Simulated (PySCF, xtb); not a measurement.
C₃HBr₂Cl, SMILES ClC=C=C(Br)Br.

GFN2-xTB in xtb at its own geometry gives an orbital gap of 3.74 eV and a dipole moment of 2.94 D.

Geometry optimised at PBE0-D3(BJ)/def2-SVP. This is a generated structure with no PubChem entry under its InChIKey; it may be hypothetical.

What does PySCF with PBE/def2-TZVP give? (Estimate from the structure and the level; the computed values follow.)

gap 3.95 eV (levels -6.46 and -2.51 eV), dipole 0.96 D.
